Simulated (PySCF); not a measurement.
RuF at PW91

Level: PW91. Ru def2-TZVPPD with ECP28, F def2-TZVPPD; scalar-relativistic core potentials (PySCF 2.14).

* state: quartet, unpaired electrons σ ↑, π ↑, δ ↑, a mixture of terms (⟨Lz²⟩ = 4.6)
* bond length: 189.4 pm
* harmonic wavenumber: 572 cm⁻¹
* force constant: 3.09 mdyn/Å
* rotational constant Be: 0.2934 cm⁻¹
* anharmonicity ωexe: 3.33 cm⁻¹
* vibration–rotation constant αe: 0.00231 cm⁻¹
* well depth De to Ru (4d7 5s1) + F: 437 kJ/mol
* dissociation energy D0: 434 kJ/mol
* bond order (Mayer): 0.82
* dipole moment (positive dipole means Ru(−)F(+)): -3.73 D

The metal atom is held in its measured ground configuration; semilocal functionals can put another filling of s and d lower by some tenths of an eV, and De to that atom would be smaller. Spin–orbit coupling is left out, which matters for elements this heavy, above all for dissociation energies. The state is the lowest single determinant that the PBE0 search found; with open d or f shells the true ground state can be another one.
